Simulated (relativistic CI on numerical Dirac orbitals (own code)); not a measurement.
Pm+: what numerical and physical settings do to a radial Dirac CI calculation

Reference input:

```
atom Pm  Z=61  charge=1  electrons=60
nucleus A=145  rms_radius_fm=4.9620
hamiltonian dirac-coulomb  breit=on  qed=on  c_scale=1
orbitals kli  potential=per-configuration
slater_scale 1
correlation none
mixing on
grid step=0.0125 r_max=161.8
scf mixing=0.4 start=green max_iterations=150 tolerance=2e-08 node_fill=0.05
configurations
  [Xe] 4f5 6s
  [Xe] 4f4 6s2
  [Xe] 4f4 7s2
end
```

Computed lowest total energy -10007.44038 Ha, first excitation 501.9 cm⁻¹, 42 SCF steps. Runs with settings changed; * marks those that are bad on purpose:

```tsv
Changed	Outcome	Lowest level	ΔE (Ha)	First excitation (cm⁻¹)	SCF steps	Message
iteration limit 20, SCF tolerance 1e-10	converged	4f5.6s 7H°_2	3.37e-09	501.9	51	
QED terms off	converged	4f5.6s 7H°_2	-5.87	499.5	42	
SCF tolerance 1e-10	converged	4f5.6s 7H°_2	3.37e-09	501.9	51	
Slater scale 0.5	converged	4f5.6s 7H°_2	0.103	463.3	42	
iteration limit 1 *	not converged				1	SCF of 1s2 2s2 2p6 3s2 3p6 3d10 4s2 4p6 4d10 4f5 5s2 5p6 6s did not converge
charge 3 *	refused				0	configuration [Xe] 4f5 6s has 60 electrons, the ion has 58
```

With so few configurations and no correlation, terms lie too far apart (by 10 to 50 % near neutrality), their order can be wrong, and levels of other configurations are missing.
